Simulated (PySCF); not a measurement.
A search over the determinants of CsTl⁺

Unrestricted PBE0; Cs def2-SVP with ECP46, Tl def2-SVP with ECP60; scalar-relativistic core potentials (PySCF 2.14). Outer shells of the fragments: Cs+ closed shells only; Tl 5d10 6s2 6p1.

Followed along the bond (rough minima from three points):

```json
{"2Ms+1": "2", "unpaired": "σ ↑", "⟨S²⟩ at the start": "0.75", "R at minimum (Å)": "4.47", "Te (eV)": "0.00"}
{"2Ms+1": "2", "unpaired": "π ↑", "⟨S²⟩ at the start": "0.75", "R at minimum (Å)": "4.53", "Te (eV)": "0.48"}
{"2Ms+1": "4", "unpaired": "σ ↑↑, π ↑", "⟨S²⟩ at the start": "3.75", "R at minimum (Å)": "4.41", "Te (eV)": "6.08"}
```

Solutions found at the starting distance of 3.735 Å, counted from the lowest of them; the search is not exhaustive and high or unbound solutions are not listed, so other states can lie among these:

| 2Ms+1 | unpaired | term | E (eV) | ⟨S²⟩ | ⟨Lz²⟩ | μ (D) |
| --- | --- | --- | --- | --- | --- | --- |
| 2 | σ ↑ | ²Σ⁺ | 0.00 | 0.75 | 0.00 | -7.54 |
| 2 | π ↑ | ²Π | 0.34 | 0.75 | 1.00 | -8.82 |
| 2 | δ ↑ | ²Δ | 4.18 | 0.75 | 4.00 | 6.29 |
| 4 | σ ↑↑, π ↑ | ⁴Π | 6.03 | 3.75 | 1.01 | -8.30 |
| 4 | σ ↑, π ↑↑ | ⁴Σ⁻ | 6.36 | 3.75 | 0.00 | -9.07 |
| 4 | σ ↑↑↑ | ⁴Σ⁺ | 9.43 | 3.75 | 0.00 | 2.60 |

A term symbol is given only where ⟨S²⟩ and ⟨Lz²⟩ are close to those of a pure state; real π, δ and φ orbitals otherwise mix terms. A positive dipole points towards Tl; it is taken about the centre of mass and depends on that origin.

Compare the gap between the two lowest followed solutions at the starting distance with the gap between their minima.

At PBE0 the second solution (doublet, unpaired electrons π ↑) lies +0.34 eV from the first (doublet, unpaired electrons σ ↑) at 3.735 Å and +0.48 eV at the minima; the two curves relax by different amounts, since their minima lie near 4.53 and 4.47 Å.

These are scalar-relativistic numbers at best; spin–orbit coupling would shift them, the dissociation energy most. Counting both spins, an empty level lies below a filled one in some of these solutions, because spin and occupation are held.
